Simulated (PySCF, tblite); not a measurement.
ClH₇Si₄.
Structure used (GFN2-xTB), in Å, numbered top down from 1:
```
atom  x, y, z in Å
Cl1    0.9158   -1.6300    2.6033
Si2    0.5502   -1.4262    0.5863
Si3   -1.5917   -0.5223    0.1504
Si4   -0.5669    1.4496   -0.6517
Si5    1.5735    0.5091   -0.3098
H6     0.9071   -2.7571    0.0790
H7    -2.5239   -0.3932    1.2770
H8    -2.3753   -1.2701   -0.8426
H9    -0.8898    1.8357   -2.0318
H10   -0.8632    2.6777    0.0991
H11    2.5049    1.2574    0.5430
H12    2.3603    0.2687   -1.5281
```

Computed with wB97X-D/def2-SVPD in PySCF (dipole) on a GFN2-xTB geometry, gas phase.

Take the most abundant isotopes and a rigid rotor. 

Q: What are A, B and C (GHz)?

A: Ia = 230.97, Ib = 474.83, Ic = 614.06 u·Å²; 505379 MHz·u·Å²/I gives 2188, 1064 and 823.0 MHz, that is A = 2.1880, B = 1.0643, C = 0.8230 GHz.

Q: Classify the top.

A: An asymmetric top: κ = (2 × 1064 − 2188 − 823.0)/(2188 − 823.0) = -0.65.

Q: What does the inertial defect say?

A: Not planar: Δ = Ic − Ia − Ib = -91.74 u·Å². For a rigid frame Δ = −2 Σ m c², so Σ m c² = 45.87 u·Å² lies off the ab plane: 12.79 from hydrogen and 33.07 from heavier atoms. The atom farthest from that plane is 2.06 Å away.

Q: Give the other two planar moments, Paa and Pbb, and the rms extents of the mass along the axes.

A: Paa = Σ m a² = (Ib + Ic − Ia)/2 = 428.96 and Pbb = Σ m b² = (Ia + Ic − Ib)/2 = 185.11 u·Å². With the mass M = 153.93 u, the rms extents √(P/M) along a, b and c are 1.67, 1.10, 0.55 Å.

Q: Which lines would a microwave search look for?

A: The dipole components are |μa| = 1.37 D, |μb| = 0.00 D, |μc| = 0.72 D; the mirror of this Cs structure is the ac plane, so μb vanishes by symmetry and there are no b-type lines. Intensities carry the squares of the components, which stand as 1.00 : 0.28 (a : c). Some lines, for components of 0.1 D or more:

| type | branch | J(Ka,Kc) | MHz | lower level (cm⁻¹) |
| --- | --- | --- | --- | --- |
| c | Q | 4(1,4) ← 4(0,4) | 438 | 0.613 |
| a | Q | 5(2,3) ← 5(2,4) | 1029 | 1.107 |
| c | Q | 4(2,3) ← 4(1,3) | 2603 | 0.708 |
| c | Q | 3(2,2) ← 3(1,2) | 3033 | 0.443 |
| c | R | 1(1,0) ← 0(0,0) | 3252 | 0.000 |
| a | Q | 5(1,4) ← 5(1,5) | 3534 | 0.919 |
| a | R | 2(0,2) ← 1(0,1) | 3740 | 0.063 |
| c | Q | 5(3,3) ← 5(2,3) | 5469 | 1.141 |
| a | R | 3(0,3) ← 2(0,2) | 5527 | 0.188 |
| a | R | 3(2,2) ← 2(2,1) | 5662 | 0.355 |
| a | R | 3(2,1) ← 2(2,0) | 5797 | 0.356 |
| c | Q | 4(4,1) ← 4(3,1) | 8634 | 1.007 |
| a | R | 5(0,5) ← 4(0,4) | 8888 | 0.613 |
| c | R | 3(2,1) ← 2(1,1) | 9203 | 0.242 |
| c | R | 4(2,2) ← 3(1,2) | 11036 | 0.443 |
| c | R | 3(3,1) ← 2(2,1) | 11904 | 0.355 |
| c | R | 5(1,4) ← 4(0,4) | 12682 | 0.613 |
| c | R | 4(3,2) ← 3(2,2) | 13853 | 0.544 |
| c | R | 5(5,0) ← 4(4,0) | 20641 | 1.295 |

Q: Estimate the classical rotational partition function at 100 K, 200 K and 500 K.

A: Point group Cs, symmetry number σ = 1; q = (√π/σ)·√((kT/h)³/(ABC)), k/h = 20836.6 MHz/K: 122000 at 100 K, 344000 at 200 K, 1360000 at 500 K.

Its GFN2-xTB frequencies are all real (lowest 43 cm⁻¹). These are rigid-rotor constants of the computed structure; measured ground-state constants (B0) also hold zero-point vibration. Quadrupole hyperfine structure (35Cl) is left out.
